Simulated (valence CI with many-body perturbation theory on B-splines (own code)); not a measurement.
**Eu¹²⁺: E2, M1 decay**

Method: configuration interaction combined with many-body perturbation theory (CI+MBPT): five valence electrons over a frozen Dirac-Fock core [Kr] 4d10, a basis of 7 s, 7 p, 7 d, 7 f, 4 g, 2 h functions for each j, with the one-electron correlation potential Σ1 (screened to all orders), the two-electron term Σ2, the three-electron term Σ3, Breit, model QED; selected single and double excitations, second order for the rest, scaled by the run's own slope (own B-spline code, finite nucleus).

No measured spectrum was set against this ion. As an estimate, terms of the open shell hold to a few per cent of their energy, and close levels can change places. Among the levels kept, up to 2600 cm⁻¹ of a level comes from second order outside the variational space, and about a tenth of that is noise between levels of different J, which matters for small intervals.

Lines 51 to 100 of 120 in falling wavelength, among levels below 168320 cm⁻¹, chosen from the decays that carry over 1 % of a level's rate. Wavelengths and rates use the calculated energies, so an error of 2000 cm⁻¹ moves a line at 708.9 nm by 14 % and its rate by three times that or more. Electric multipoles are in the length gauge, E1 and E2 with the static RPA response of the core. Weak lines are less certain than strong ones. Lines between different terms over intervals too small for the method are left out, as are lines whose strength nearly cancels. Where a level lies close to another of its J and parity, the split of strength between their lines is uncertain.

Names give the largest LS component (configuration and term), which can be under half, so a name can repeat, a term be missing and a line seem to break the LS rules; names also repeat where a configuration has a term twice. Letters in brackets count levels of one name in rising energy.

```csv
λ vac (nm),Upper,Lower,Type,A (s⁻¹),Branch %
708.9,4f3 5s2 2D°_3/2 [a],4f3 5s2 4F°_5/2,M1,5.86e+00,31.8
694.3,4f3 5s2 2I°_11/2,4f3 5s2 4G°_9/2,M1,5.55e-01,8.6
673.4,4f3 5s2 4D°_5/2,4f3 5s2 4G°_7/2,M1,1.33e-01,2.4
658.0,4f3 5s2 2I°_13/2,4f3 5s2 2K°_15/2,M1,6.11e-01,8.5
649.7,4f3 5s2 4D°_7/2,4f3 5s2 2G°_9/2 [a],M1,3.54e-02,1.4
630.1,4f3 5s2 2P°_1/2,4f3 5s2 4S°_3/2,M1,5.48e+00,75.8
615.8,4f3 5s2 2I°_11/2,4f3 5s2 2K°_13/2,M1,7.59e-01,11.8
611.0,4f3 5s2 2G°_9/2 [a],4f3 5s2 2H°_9/2 [a],M1,3.42e-01,2.5
610.1,4f3 5s2 2D°_3/2 [a],4f3 5s2 4F°_3/2,M1,4.63e+00,25.1
599.5,4f3 5s2 2H°_9/2 [a],4f3 5s2 4I°_11/2,M1,4.54e+00,34.2
583.0,4f3 5s2 4G°_11/2,4f3 5s2 2H°_9/2 [a],M1,5.25e-02,1.1
582.3,4f3 5s2 2D°_5/2 [a],4f3 5s2 4S°_3/2,M1,5.09e-01,4.3
580.7,4f3 5s2 2D°_5/2 [a],4f3 5s2 4F°_7/2,M1,8.03e+00,68.5
561.4,4f3 5s2 2L°_15/2,4f3 5s2 2K°_13/2,M1,5.34e+00,47.9
540.9,4f3 5s2 4D°_7/2,4f3 5s2 4G°_9/2,M1,1.42e-01,5.5
540.6,4f3 5s2 4D°_5/2,4f3 5s2 2G°_7/2 [a],M1,1.83e-01,3.4
538.1,4f3 5s2 4D°_3/2,4f3 5s2 4G°_5/2,M1,1.34e-01,6.8
535.1,4f3 5s2 4D°_5/2,4f3 5s2 4G°_5/2,M1,9.63e-01,17.8
525.1,4f3 5s2 2D°_5/2 [a],4f3 5s2 4F°_5/2,M1,1.45e+00,12.4
521.8,4f3 5s2 2I°_13/2,4f3 5s2 2K°_13/2,M1,2.74e+00,38.2
515.0,4f3 5s2 2H°_11/2 [a],4f3 5s2 4I°_13/2,M1,6.15e+00,50.8
511.1,4f3 5s2 4D°_7/2,4f3 5s2 4G°_7/2,M1,2.23e-01,8.6
499.3,4f3 5s2 2P°_1/2,4f3 5s2 4F°_3/2,M1,1.34e+00,18.5
484.8,4f3 5s2 2H°_9/2 [a],4f3 5s2 4I°_9/2,M1,8.74e+00,65.8
478.7,4f3 5s2 2I°_11/2,4f3 5s2 2H°_11/2 [a],M1,1.99e+00,30.9
468.8,4f3 5s2 2D°_5/2 [a],4f3 5s2 4F°_3/2,M1,6.43e-01,5.5
456.2,4f3 5s2 4F°_9/2,4f3 5s2 4I°_11/2,M1,1.80e+00,31.1
450.5,4f3 5s2 2P°_3/2,4f3 5s2 4S°_3/2,M1,4.26e+00,18.3
429.0,4f3 5s2 4F°_7/2,4f3 5s2 4I°_9/2,M1,8.32e-02,19.7
426.2,4f3 5s2 2H°_11/2 [a],4f3 5s2 4I°_11/2,M1,3.10e+00,25.6
419.8,4f3 5s2 2I°_13/2,4f3 5s2 2H°_11/2 [a],M1,6.39e-01,8.9
417.4,4f3 5s2 2K°_15/2,4f3 5s2 4I°_15/2,M1,9.69e+00,55.7
415.5,4f3 5s2 2P°_3/2,4f3 5s2 4F°_5/2,M1,5.97e+00,25.6
415.5,4f3 5s2 2K°_13/2,4f3 5s2 4I°_13/2,M1,3.96e+00,33.0
413.1,4f3 5s2 4D°_3/2,4f3 5s2 4S°_3/2,M1,4.86e-01,24.7
412.2,4f3 5s2 4D°_3/2,4f3 5s2 4F°_7/2,E2,2.22e-02,1.1
411.3,4f3 5s2 4D°_5/2,4f3 5s2 4S°_3/2,M1,2.83e-01,5.2
410.5,4f3 5s2 4D°_5/2,4f3 5s2 4F°_7/2,M1,3.94e-01,7.3
389.0,4f3 5s2 4G°_11/2,4f3 5s2 4I°_15/2,E2,5.24e-02,1.1
387.7,4f3 5s2 4D°_1/2,4f3 5s2 4S°_3/2,M1,4.39e-01,19.2
386.6,4f3 5s2 4F°_9/2,4f3 5s2 4I°_9/2,M1,1.78e+00,30.7
381.9,4f3 5s2 4D°_5/2,4f3 5s2 4F°_5/2,M1,1.02e-01,1.9
379.4,4f3 5s2 2P°_3/2,4f3 5s2 4F°_3/2,M1,2.02e+00,8.6
377.1,4f3 5s2 4D°_7/2,4f3 5s2 4F°_9/2,M1,8.64e-02,3.3
377.1,4f3 5s2 4D°_7/2,4f3 5s2 4F°_9/2,E2,3.43e-02,1.3
361.5,4f3 5s2 4D°_1/2,4f3 5s2 4F°_5/2,E2,3.49e-02,1.5
361.3,4f3 5s2 2I°_11/2,4f3 5s2 2H°_9/2 [a],M1,7.38e-01,11.5
356.7,4f3 5s2 2K°_15/2,4f3 5s2 4I°_13/2,M1,6.99e+00,40.1
355.6,4f3 5s2 2K°_13/2,4f3 5s2 4I°_11/2,M1,8.01e+00,66.8
352.5,4f3 5s2 4D°_3/2,4f3 5s2 4F°_3/2,E2,2.51e-02,1.3
```
